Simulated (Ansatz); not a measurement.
Reaction (ligand exchange at the Si–C bond): `F[SiH2]C[SiH3]` + `N=C=O` → `O=C=N[SiH2]F` + `C[SiH3]`

Calculated with Ansatz (gas phase, PBE0-D4/def2-TZVP geometries, no zero-point term in ΔE). CBS: MP2 limit from def2 TZ/QZ plus the TZ coupled-cluster correction, frozen cores. This one scheme is used for every species. Functionals use def2-TZVPP. B3LYP here is the variant with VWN-RPA as its local correlation; programs differ in this. Each species was taken in one conformer, which may not be the lowest.

| level | ΔE (kJ/mol) |
| --- | --- |
| r2SCAN-D4 | -91.0 |
| B3LYP-D4 | -95.0 |
| MP2/def2-TZVPP | -95.3 |
| SCS-MP2/def2-QZVPP | -98.1 |

Question: What does CCSD(T)/CBS give? (An estimate is asked.)

Answer: Ansatz gave: -91.6 kJ/mol. The listed levels differ from it by 0.6, -3.4, -3.7, -6.5 kJ/mol.

Largest T1 diagnostic among the species: 0.018.

From PBE to PBE0 (25 % exact exchange), in def2-TZVPP and without D4, ΔE moves by −4.9 kJ/mol. The D4 term adds +4.9 kJ/mol with B3LYP and +2.7 kJ/mol with PBE0; it sums over pairs of atoms, weighted by their polarisabilities, and B3LYP, whose exchange is more repulsive, gets the larger term.
